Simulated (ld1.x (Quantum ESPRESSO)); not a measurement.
## What one change does to a pseudopotential (Al (Z = 13), TM)

| Quantity | Value |
| --- | --- |
| Element | aluminium (Al) |
| Generator | ld1.x (Quantum ESPRESSO) 7.5 |
| Type | norm-conserving Troullier–Martins (Kleinman–Bylander form) |
| Functional | PBE |
| Relativity | non-relativistic |
| Frozen core | [Ne] |
| Valence charge | 3 |
| Reference configuration | 3s2 3p0.75 (charge +0.25) |
| Partial waves | 3s (bound): rc 1.80 bohr; 3d channel at 0.1 Ry: rc 2.10 bohr; 3p (bound): rc 2.20 bohr |
| Local potential | the p channel |
| Core correction | none |

All-electron outer shells of the reference configuration (PBE, non-relativistic, ld1.x):

```
shell  level (eV)  outermost node (bohr)  outermost maximum (bohr)
   3s       -9.35                   0.80                      2.09
   3p       -4.16                   0.82                      2.58
```

Change: reference 3s1 3p0.

Cutoffs: the cutoffs (Ry, on a coarse ladder) from which the occupation-weighted sum of valence levels, in a spherical-Bessel basis at the reference potential, stays within 10 and 1 mRy of its value at 400 Ry; they do not see the model core or the augmentation charge, which bear on the density cutoff. Errors are all-electron minus pseudo energies relative to the spin-unpolarised reference configuration.

**Question.** What does the change do?

**Answer.** The potential gets neither clearly harder nor softer (10 Ry and 30 Ry → 10 Ry and 30 Ry); the range in which the s phases agree narrows (upper end 4.0 → 2.6); the range in which the p phases agree narrows (upper end 3.5 → 2.4); neither file shows a bound ghost.

| quantity | base | changed |
| --- | --- | --- |
| cutoff, loose | 10 Ry | 10 Ry |
| cutoff, tight | 30 Ry | 30 Ry |
| bound ghosts | none | none |
| largest error over its own tests, meV | +28 | +44 |
| s: phases at 2.41 bohr within 0.05 rad from the reference energy up to (Ry; the scan ends near 5) | 4.0 | 2.6 |
| p: phases at 2.41 bohr within 0.05 rad from the reference energy up to (Ry; the scan ends near 5) | 3.5 | 2.4 |
| d: phases at 2.41 bohr within 0.05 rad from the reference energy up to (Ry; the scan ends near 5) | 3.8 | 3.0 |
